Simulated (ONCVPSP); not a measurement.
Transferability test, ONCV potential for carbon

ONCVPSP 4.0.1 input, shortened (lines: element, Z, core and valence counts, functional; n l f; lmax; l rc ep ncon nbas qcut; lloc lpopt rc5 dvloc0; l nproj debl; icmod fcfact rcfact), PBE, scalar-relativistic:

```
  C 6.00    1    2        4      upf
    1    0    2.00
    2    0    1.50
    2    1    2.50
    1
    0    1.14    0.00    4    7    3.90
    1    2.22    0.00    4    8    4.20
    0    5    1.14    0.00
    0    0    0.60
    1    2    3.00
    3    4.00    1.25
```

Energies are relative to the spin-unpolarised reference configuration 2s1.5 2p2.5; without spin polarisation the order of configurations can differ from experiment.

```csv
valence configuration,charge,ΔE all-electron (eV),error AE − PS (meV)
2s2 2p2,0,-4.236,-5.2
2s2 2p1,+1,6.625,+147
2s0 2p4,0,12.739,-45
```

(1) What are ΔE and the potential's error for 2s2 2p0?

Levels in the configuration 2s0 2p4:

```json
{"level": "2p", "all-electron (eV)": "-6.092", "pseudo (eV)": "-6.179"}
```

Answers

(1) ΔE = 30.781 eV all-electron; the error (AE − PS) is +939 meV.
